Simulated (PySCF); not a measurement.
How methods differ on the excitation energy of Hg⁺

Hg⁺ [Xe] 4f14 5d10 6s1 (2S) → Hg⁺ [Xe] 4f14 5d9 6s1 6p1 (high-spin determinant), as a difference of total energies. Computed with PySCF 2.14 in def2-TZVPPD with the def2 core potential (60 electrons) (6s6p3d2f1g, 62 functions), with a scalar-relativistic core potential. Correlated levels: valence: 5s2 5p6 frozen; valence and next inner shell: nothing frozen outside the core potential. The calculations carry no spin-orbit coupling.

```csv
method,excitation energy (eV)
UHF,10.204
LDA,11.769
PBE,11.566
PBE0,11.435
r2SCAN,11.373
B97-3,11.736
CAM-B3LYP,11.383
wB97X,11.772
wB97X-V,11.522
MP2 (valence),11.846
SCS-MP2 (valence),11.827
MP2 (valence and next inner shell),11.646
SCS-MP2 (valence and next inner shell),11.580
```

Question: How much does correlation contribute at MP2 (valence and next inner shell)?

Answer: 11.646 − (10.204) = 1.442 eV, measured against UHF.

The determinant of the upper state mixes LS terms, which raises its energy above the lowest term, most at the Hartree-Fock and MP2 levels.
